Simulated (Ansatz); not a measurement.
`N[SiH](S)Cl` → NH₃ + `S[Si]Cl` at 400 K and 1 bar (silylene formation by 1,1-elimination).

Gas-phase electronic energies from Ansatz, PBE0-D4/def2-TZVP geometries. CCSD(T)/CBS adds triple-zeta CCSD(T) − MP2 to the extrapolated MP2 energy (def2 sets, frozen cores). This one scheme is used for every species. One conformer a species, not always the lowest.

| species | CCSD(T)/CBS energy (Eh) | H − E (kJ/mol) | S (J/(mol·K)) |
| --- | --- | --- | --- |
| `N[SiH](S)Cl` | -1203.86139 | 153.7 | 367.2 |
| NH₃ | -56.50880 | 104.2 | 203.1 |
| `S[Si]Cl` | -1147.27659 | 50.3 | 312.1 |

H − E and S are ideal-gas, rigid-rotor, harmonic terms from PBE0-D4/def2-TZVP, for one conformer and one mirror image of each species. 1 Eh = 2625.50 kJ/mol, R = 8.31446 J/(mol·K).

Problem. By hand: ΔE, ΔH, ΔS and ΔG.

Solution. ΔE = (-56.50880) + (-1147.27659) − (-1203.86139) = 0.07600 Eh = 199.5 kJ/mol. Δ(H − E) = 104.2 + 50.3 − 153.7 = 0.8, so ΔH = 200.3 kJ/mol. ΔS = 203.1 + 312.1 − 367.2 = 148.0 J/(mol·K). ΔG = 200.3 − 400 × (148.0)/1000 = 141.1 kJ/mol.

Problem. By hand: the equilibrium constant, and the temperature at which ΔG would vanish if ΔH and ΔS stayed fixed.

Solution. log₁₀ K = −ΔG/(RT ln 10) = -18.4. ΔG = 0 at ΔH/ΔS = 1353 K.

The number of gas molecules changes by +1, which sets the sign of ΔS. A doubt of 5 kJ/mol in ΔE shifts log₁₀ K by 0.7 here. Other conformers and mirror images would add mixing entropy, several J/(mol·K) or more a flexible species. These are equilibria of isolated gas molecules and say nothing of rates. Largest T1 diagnostic: 0.014 (customary marks: 0.02 for closed shells, 0.045 for open ones).
